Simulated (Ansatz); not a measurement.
Spectroscopic constants of TcN, multiplicity 3 (lowest of 2S+1 = 1, 3, 5, 7, 9 at CCSD(T)/def2-TZVPP on PBE0 minima; our sources give no spin for the ground state, which may be another). No spin–orbit coupling. The T1 diagnostic near the minimum is 0.070, so single-reference values are doubtful.

Constants: fifth-degree fit in 1/R to seven points, most abundant isotopes. In def2 and cc sets the state is the lowest found near the PBE0 minimum, followed along R.

Run with Ansatz (Gaussian orbitals). Each number belongs to the level named beside it. In def2 rows elements past Kr take small-core potentials, without spin–orbit coupling.

Energies at PBE/def2-TZVPP:

```json
[
 {"R (Å)": "1.459282", "E (hartree)": "-135.45728576"},
 {"R (Å)": "1.498510", "E (hartree)": "-135.47093663"},
 {"R (Å)": "1.534599", "E (hartree)": "-135.47856415"},
 {"R (Å)": "1.575396", "E (hartree)": "-135.48247137"},
 {"R (Å)": "1.616193", "E (hartree)": "-135.48227767"},
 {"R (Å)": "1.663267", "E (hartree)": "-135.47800276"},
 {"R (Å)": "1.718186", "E (hartree)": "-135.46885244"}
]
```

**Question.** With a reduced mass of 12.2351 u, find the minimum, the force constant and the constants.

**Answer.** A fifth-degree polynomial in 1/R puts the minimum at r_e = 1.5933 Å with force constant 975 N/m. Then ω_e = (1/2πc)√(k/μ) = 1163 cm⁻¹ and B_e = h/(8π²cμr_e²) = 0.5428 cm⁻¹; the cubic and quartic terms give α_e = 0.0028 and ω_e x_e = 4.7 cm⁻¹.

Ansatz is an electronic-structure program.
